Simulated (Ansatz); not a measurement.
Start from `BBr` and change one atom or group to get `ClBBr`.

Ansatz, PBE0-D4/def2-TZVP geometries, multiplicity 1. 

Scalar relativity is left out up to krypton.

```json
{"property": "LUMO energy (B3LYP/def2-TZVPP) / eV", "`BBr`": "-2.21"}
{"property": "HOMO energy (B3LYP/def2-TZVPP) / eV", "`BBr`": "-7.98"}
{"property": "HOMO–LUMO gap (B3LYP/def2-TZVPP) / eV", "`BBr`": "5.77"}
{"property": "size of the dipole moment (ωB97M-V/def2-TZVPP) / D", "`BBr`": "0.58"}
{"property": "LUMO energy (ωB97M-V/def2-TZVPP) / eV", "`BBr`": "-0.01"}
{"property": "LUMO energy (PBE/def2-TZVPP) / eV", "`BBr`": "-2.99"}
```

Q: What does the change do to each property? (Estimate.)

A: The calculation gave: 
| property | `ClBBr` | shift |
| --- | --- | --- |
| LUMO energy (B3LYP/def2-TZVPP) / eV | -2.06 | 0.15 |
| HOMO energy (B3LYP/def2-TZVPP) / eV | -8.38 | -0.40 |
| HOMO–LUMO gap (B3LYP/def2-TZVPP) / eV | 6.31 | 0.54 |
| size of the dipole moment (ωB97M-V/def2-TZVPP) / D | 0.44 | -0.14 |
| LUMO energy (ωB97M-V/def2-TZVPP) / eV | 0.17 | 0.18 |
| LUMO energy (PBE/def2-TZVPP) / eV | -2.82 | 0.17 |

With PBE0 the HOMO falls by 0.43 eV and the LUMO rises by 0.12 eV, so the gap widens by about 0.55 eV. PBE moves the HOMO by -0.40 eV and ωB97M-V by -0.42 eV. Dipoles are sizes alone; their direction can turn.

B3LYP here is the variant with VWN-RPA as its local correlation; programs differ in this.

Spin–orbit coupling is left out; it splits and shifts lone-pair levels of the heavy atoms by tenths of an eV.
